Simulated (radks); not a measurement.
Question: Ho25+, 42 electrons, occupied as [Kr] 4d6. Calculated with a radial shooting solver on a logarithmic mesh with Libxc functionals: Dirac Kohn-Sham, PBE, spin-unpolarised, spherical densities, point nucleus; open shells fill j = l - 1/2 first.

Spin-orbit splittings of the eigenvalues, e(l+1/2) - e(l-1/2), with zeta = 2 splitting/(2l+1) and mean radii in bohr:

shell  occ.  splitting (eV)  zeta (eV)  <r> j=l-1/2  <r> j=l+1/2
2p        6               ?          ?      0.07291      0.08007
3p        6           180.9      120.6       0.2180       0.2312
3d       10           39.58      15.83       0.2039       0.2080
4p        6           49.29      32.86       0.4877       0.5098
4d        6           10.15      4.061       0.5098       0.5162

Estimate the 2p splitting.

Answer: 856.7 eV (zeta = 571.2 eV).
